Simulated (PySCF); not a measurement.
## Computed beside measured shifts

System: BHT (C15H24O), SMILES Cc1cc(C(C)(C)C)c(O)c(C(C)(C)C)c1.

Atom-mapped SMILES (hydrogens are numbered by the atom that bears them): [CH3:1][c:2]1[cH:3][c:4]([C:5]([CH3:6])([CH3:7])[CH3:8])[c:9]([OH:10])[c:11]([C:12]([CH3:13])([CH3:14])[CH3:15])[cH:16]1

Method: GIAO PBE0/pcSseg-1, IEF-PCM chloroform, PySCF SCF with an in-house response code, fitting set def2-universal-JFIT up to Ne and JKFIT beyond, grid level 2, non-relativistic, on the PBE0-D3(BJ)/def2-SVP geometry.

One optimised conformer. Values are averaged over the atoms that symmetry or fast rotation interchanges, on this one geometry and without vibrational averaging. Shifts are the reference shielding less the shielding here, at the same level (13C, 1H against isolated TMS; 17O against isolated H2O); nuclei without a reference have shieldings only.

Problem. What shifts does this level give for H on 3/16, H on 3/16, H on 3/16, H on 3/16, H on 3/16, H on 3/16, H on 3/16, H on 3/16, H on 3/16, H on 3/16, H on 3/16, H on 10, H on 10, H on 10, H on 10, H on 10, H on 10, H on 10, H on 10, H on 1, and how do they compare with measurement?

Solution. 
```
     atom  nucleus  computed / ppm  measured / ppm  computed less measured  measured against  medium of the measurement
H on 3/16       1H            7.18            6.92                    0.26               TMS                     THF-d8
H on 3/16       1H            7.18            6.97                    0.21               TMS                     CD2Cl2
H on 3/16       1H            7.18            6.98                    0.20               TMS                      CDCl3
H on 3/16       1H            7.18            6.99                    0.19               TMS                 toluene-d8
H on 3/16       1H            7.18            7.05                    0.13               TMS                       C6D6
H on 3/16       1H            7.18            6.97                    0.21               TMS                     C6D5Cl
H on 3/16       1H            7.18            6.96                    0.22               TMS                 acetone-d6
H on 3/16       1H            7.18            6.87                    0.31               TMS                    DMSO-d6
H on 3/16       1H            7.18            6.97                    0.21               TMS                      CD3CN
H on 3/16       1H            7.18            7.06                    0.12               TMS                     TFE-d3
H on 3/16       1H            7.18            6.92                    0.26               TMS                      CD3OD
  H on 10       1H            5.47            5.81                   -0.34               TMS                     THF-d8
  H on 10       1H            5.47               5                    0.47               TMS                     CD2Cl2
  H on 10       1H            5.47            5.01                    0.46               TMS                      CDCl3
  H on 10       1H            5.47            4.72                    0.75               TMS                 toluene-d8
  H on 10       1H            5.47            4.79                    0.68               TMS                       C6D6
  H on 10       1H            5.47             5.5                   -0.03               TMS                     C6D5Cl
  H on 10       1H            5.47            6.65                   -1.18               TMS                    DMSO-d6
  H on 10       1H            5.47             5.2                    0.27               TMS                      CD3CN
   H on 1       1H            2.38            2.21                    0.17               TMS                     THF-d8
```

Measured values: Fulmer et al., Organometallics 2010, 29, 2176.
